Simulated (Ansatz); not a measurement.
Steps of a relaxation of `OB1OCS1` with RKS PBE0-D4/def2-TZVP.

```sh
$ ansatz run in.yaml --threads 2 --pin off --events-out ev --progress --plain --max-ram 4352MiB
```

```yaml
crystal:
  periodic: [false, false, false]
  atoms:
    - {symbol: O, position_ang: [-0.342535, 1.657021, 1.290935]}
    - {symbol: B, position_ang: [-0.120219, 0.638899, 0.425494]}
    - {symbol: O, position_ang: [0.023336, -0.687342, 0.801311]}
    - {symbol: C, position_ang: [0.220511, -1.167460, -0.527546]}
    - {symbol: S, position_ang: [0.081409, 0.474838, -1.403098]}
    - {symbol: H, position_ang: [-0.414940, 2.522644, 0.854762]}
    - {symbol: H, position_ang: [-0.578703, -1.872024, -0.837916]}
    - {symbol: H, position_ang: [1.223440, -1.623676, -0.659742]}
basis:
  gaussian: {orbitals: def2-TZVP}
hamiltonian: {xc: pbe0, dispersion: d4}
relax: {f_tol: 0.005, max_steps: 150}
```

Positions (Å) and forces (eV/Å) along the path, 6 of 6 steps:

```xyz
8
step=1 energy=-16686.8998 eV
O    -0.343    1.657    1.291    0.032    0.218   -0.622
B    -0.120    0.639    0.425   -0.003   -0.063    0.141
O     0.023   -0.687    0.801   -0.002    0.393   -0.523
C     0.221   -1.167   -0.528    0.073   -0.293   -0.324
S     0.081    0.475   -1.403   -0.008   -0.425    0.675
H    -0.415    2.523    0.855    0.045   -0.572    0.303
H    -0.579   -1.872   -0.838    0.414    0.439    0.222
H     1.223   -1.624   -0.660   -0.552    0.305    0.126
8
step=2 energy=-16686.9308 eV
O    -0.341    1.651    1.284    0.021    0.024   -0.241
B    -0.119    0.638    0.423    0.005   -0.077    0.052
O     0.024   -0.683    0.792   -0.005    0.157   -0.161
C     0.221   -1.166   -0.530    0.011    0.034   -0.150
S     0.082    0.467   -1.394    0.002   -0.219    0.288
H    -0.414    2.509    0.854    0.006   -0.131    0.107
H    -0.574   -1.859   -0.830    0.124    0.127    0.067
H     1.213   -1.614   -0.654   -0.164    0.086    0.038
8
step=3 energy=-16686.9357 eV
O    -0.340    1.648    1.279    0.003    0.005   -0.043
B    -0.118    0.636    0.422    0.004   -0.019    0.008
O     0.025   -0.681    0.789   -0.003   -0.007    0.032
C     0.221   -1.163   -0.532   -0.003    0.059   -0.046
S     0.083    0.459   -1.388    0.001   -0.018    0.013
H    -0.414    2.504    0.854   -0.005    0.017    0.028
H    -0.571   -1.851   -0.827   -0.006   -0.019    0.003
H     1.208   -1.608   -0.653    0.010   -0.018    0.005
8
step=4 energy=-16686.9359 eV
O    -0.340    1.648    1.278    0.004    0.000   -0.032
B    -0.118    0.636    0.422   -0.002   -0.008    0.013
O     0.025   -0.681    0.789   -0.001    0.001    0.023
C     0.221   -1.163   -0.534    0.000    0.013   -0.022
S     0.083    0.459   -1.388    0.001   -0.003   -0.002
H    -0.415    2.505    0.856   -0.004    0.012    0.020
H    -0.571   -1.852   -0.827   -0.002   -0.008   -0.001
H     1.207   -1.609   -0.652    0.004   -0.007    0.000
8
step=5 energy=-16686.9360 eV
O    -0.340    1.648    1.276    0.000    0.000    0.004
B    -0.118    0.636    0.421   -0.001    0.008   -0.005
O     0.025   -0.680    0.789    0.002   -0.015   -0.001
C     0.221   -1.163   -0.534   -0.001    0.009    0.002
S     0.084    0.458   -1.389    0.001   -0.003   -0.006
H    -0.416    2.509    0.861    0.000   -0.002   -0.001
H    -0.571   -1.853   -0.827   -0.002    0.002    0.003
H     1.207   -1.611   -0.653    0.001    0.002    0.003
8
step=6 energy=-16686.9360 eV
O    -0.340    1.648    1.277    0.000    0.000    0.001
B    -0.118    0.636    0.421    0.001    0.001    0.000
O     0.025   -0.680    0.789   -0.001    0.004    0.000
C     0.221   -1.163   -0.534    0.001   -0.003    0.001
S     0.084    0.458   -1.389   -0.001   -0.001    0.002
H    -0.416    2.508    0.861    0.000    0.000    0.000
H    -0.571   -1.853   -0.827    0.001    0.000   -0.002
H     1.207   -1.611   -0.652   -0.001   -0.001   -0.002
```

It took 24 s on 2 threads of an Arm Neoverse V2 on a shared host, with 0.39 GiB of host memory at the peak.
